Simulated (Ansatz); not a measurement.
`O[SiH][O][GeH2][OH]` radical, relaxed with UKS PBE0-D4/def2-TZVP in Ansatz 0.2.0 from a GFN2-xTB geometry. The force threshold is 0.005 eV/Å; the program also tests the step.

Total charge 0; spin multiplicity 2.

Start:

```xyz
10

O     0.649   -0.050   -1.718
Si   -0.029    1.337   -1.127
O    -0.624    0.942    0.321
Ge   -0.703   -0.446    1.377
O     0.329   -1.674    0.741
H     1.029   -0.064   -2.592
H     1.029    2.322   -0.907
H    -0.158    0.023    2.695
H    -2.139   -0.892    1.369
H     0.618   -1.498   -0.158
```

Q: How much energy does the relaxation release, and in how many steps? (Best estimate.)

A: Computed: 11.08 kJ/mol, in 18 steps, 1 of them rejected.

Q: Which bonds change most? (Best estimate.)

A: The calculation gave: O3–Ge4 from 1.746 to 1.787 Å; Si2–H7 from 1.462 to 1.501 Å; Ge4–O5 from 1.727 to 1.764 Å; Ge4–H9 from 1.503 to 1.538 Å.

Q: Give the relaxed structure. (Best estimate.)

A: Computed: 
```xyz
10

O     0.456   -0.080   -1.683
Si    0.029    1.400   -1.047
O    -0.342    1.113    0.507
Ge   -0.658   -0.432    1.348
O     0.632   -1.556    0.921
H     0.495   -0.157   -2.637
H     1.196    2.342   -1.095
H    -0.553   -0.161    2.848
H    -2.032   -0.930    0.870
H     0.777   -1.541   -0.032
```
